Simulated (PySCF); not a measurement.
Ge(CF3)(F)3, SMILES F[C](F)(F)[Ge]([F])([F])[F] (CF6Ge), PBE0/def2-SVP optimised geometry.

```
8

F     -1.88     0.56    -0.05
C     -0.55     0.59     0.00
F     -0.18     1.23     1.11
F     -0.10     1.26    -1.05
Ge     0.17    -1.26     0.00
F     -0.34    -2.13     1.38
F     -0.35    -2.13    -1.38
F      1.88    -1.26     0.00
```

Density from PySCF with PBE0/def2-TZVP at that geometry.

Minimum of the electron density along straight lines between bonded atoms, close to the bond critical point (lines longer than 1.1 times the sum of covalent radii, or with two minima, are not listed):

```json
[
 {"bond": "F1–C2", "length / Å": "1.328", "ρ at the minimum / e bohr⁻³": "0.293", "∇²ρ there / e bohr⁻⁵": "-0.39", "position (fraction from the first atom)": "0.66"},
 {"bond": "C2–F3", "length / Å": "1.328", "ρ at the minimum / e bohr⁻³": "0.293", "∇²ρ there / e bohr⁻⁵": "-0.39", "position (fraction from the first atom)": "0.34"},
 {"bond": "C2–F4", "length / Å": "1.328", "ρ at the minimum / e bohr⁻³": "0.293", "∇²ρ there / e bohr⁻⁵": "-0.39", "position (fraction from the first atom)": "0.34"},
 {"bond": "C2–Ge5", "length / Å": "1.989", "ρ at the minimum / e bohr⁻³": "___", "∇²ρ there / e bohr⁻⁵": "___", "position (fraction from the first atom)": "0.54"},
 {"bond": "Ge5–F6", "length / Å": "1.709", "ρ at the minimum / e bohr⁻³": "0.154", "∇²ρ there / e bohr⁻⁵": "0.90", "position (fraction from the first atom)": "0.48"},
 {"bond": "Ge5–F7", "length / Å": "1.709", "ρ at the minimum / e bohr⁻³": "0.154", "∇²ρ there / e bohr⁻⁵": "0.90", "position (fraction from the first atom)": "0.48"},
 {"bond": "Ge5–F8", "length / Å": "1.710", "ρ at the minimum / e bohr⁻³": "0.154", "∇²ρ there / e bohr⁻⁵": "0.90", "position (fraction from the first atom)": "0.48"}
]
```

**Question.** Complete the blanks.

**Answer.** 
- C2–Ge5, ρ at the minimum / e bohr⁻³: 0.133
- C2–Ge5, ∇²ρ there / e bohr⁻⁵: 0.05
